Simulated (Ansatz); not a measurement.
CH6MgOSSi, SMILES `C[S][Mg][O][SiH3]`. The species carries charge 0 and has multiplicity 1.

```xyz
11

C     0.339    2.623   -1.802
S     1.478    2.227   -0.429
Mg    0.662    0.268    0.396
O     0.012   -1.271    1.036
Si   -0.566   -2.658    1.620
H     0.357    1.860   -2.580
H     0.686    3.560   -2.237
H    -0.684    2.769   -1.455
H    -1.974   -2.504    2.092
H    -0.555   -3.731    0.583
H     0.245   -3.142    2.776
```

Question: List the harmonic frequencies (cm⁻¹, unscaled) at PBE0-D4/def2-TZVP in Ansatz. (Best estimate.)

Answer: Computed: 7i, 41, 49, 79, 94, 145, 180, 307, 607, 719, 734, 734, 958, 958, 960, 974, 998, 1102, 1349, 1475, 1479, 2182, 2182, 2195, 3063, 3148, 3150.
